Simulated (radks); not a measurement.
Problem. Bi IV, configuration [Hg]. All-electron calculation, Dirac Kohn-Sham, Wu-Cohen GGA, spin-unpolarised, spherical densities, point nucleus. Program: a radial shooting solver on a logarithmic mesh with Libxc functionals. Some entries of the table are withheld. Estimate them.

orbital,occ.,eigenvalue (hartree),<1/r> (bohr^-1)
1s1/2,2,-3327.418,103.4
2s1/2,2,-598.1390,25.61
2p1/2,2,-574.7044,25.54
2p3/2,4,-489.4313,20.24
3s1/2,2,(1),9.384
3p1/2,2,-134.5607,9.290
3p3/2,4,-115.4685,7.902
3d3/2,4,-98.13985,(2)
3d5/2,6,-94.09332,(3)
4s1/2,2,-34.10282,3.990
4p1/2,2,-29.50312,3.879
4p3/2,4,-24.79613,3.399
4d3/2,4,-17.31953,3.204
4d5/2,6,-16.44136,3.096
5s1/2,2,-6.81381,1.671
4f5/2,6,-6.73832,2.766
4f7/2,8,-6.53650,2.725
5p1/2,2,-5.21820,1.549
5p3/2,4,-4.30875,1.373
5d3/2,4,-2.08165,1.098
5d5/2,6,-1.96936,1.058
6s1/2,2,(4),0.6430

Solution. 
(1) 3s1/2 eigenvalue (hartree): -145.1426
(2) 3d3/2 <1/r> (bohr^-1): 7.803
(3) 3d5/2 <1/r> (bohr^-1): 7.497
(4) 6s1/2 eigenvalue (hartree): -1.47345
